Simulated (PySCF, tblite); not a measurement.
Isomers of C5H13ClSi2, one GFN2-xTB conformer each. Single-point energies are computed at PBE0/pcSseg-1 (PySCF, gas phase, no added dispersion term), electronic only.

Problem. Rank them by PBE0/pcSseg-1 energy, lowest first (kcal/mol).
A. `[CH2:1]=[CH:2][SiH2:3][C@@:4]([CH3:5])([Cl:6])[CH2:7][SiH3:8]` with C1–C2–Si3–C4 -114°, C2–Si3–C4–C5 179°, Si3–C4–C7–Si8 67°
B. `[CH3:1][C@@H:2]1[SiH2:3][CH2:4][CH2:5][Si@@H:6]1[CH2:7][Cl:8]` with C5–Si6–C7–Cl8 63°, C1–C2–Si3–C4 -147°, C2–Si3–C4–C5 39°, Si3–C4–C5–Si6 -42°, C4–C5–Si6–C7 145°

Solution. B (0.0), A (31.5).

As drawn, the higher has a C=C bond outside aromatic rings, which the lower lacks. GFN2-xTB itself gives, in the same order: 0.0, 9.0. Both levels put the same isomer lowest.

Problem. Which frontier levels, dipoles and rotational constants go with these structures?

Solution. 
```tsv
SMILES	HOMO (eV, PBE0/pcSseg-1)	LUMO (eV)	dipole (D)	A, B, C (MHz)
C[C@@H]1[SiH2]CC[Si@@H]1CCl	-7.67	0.17	1.93	2015, 693.9, 560.3
C=C[SiH2][C@@](C)(Cl)C[SiH3]	-7.77	-0.54	1.64	1082, 1060, 685.4
```

Problem. What happens when harmonic zero-point energies from GFN2-xTB frequencies are added?

Solution. 
```csv
SMILES,ZPE (kcal/mol),electronic (kcal/mol),with ZPE (kcal/mol)
C[C@@H]1[SiH2]CC[Si@@H]1CCl,102.2,0.0,0.0
C=C[SiH2][C@@](C)(Cl)C[SiH3],97.0,31.5,26.3
```

The zero-point energies span 5.2 kcal/mol. The order is unchanged.
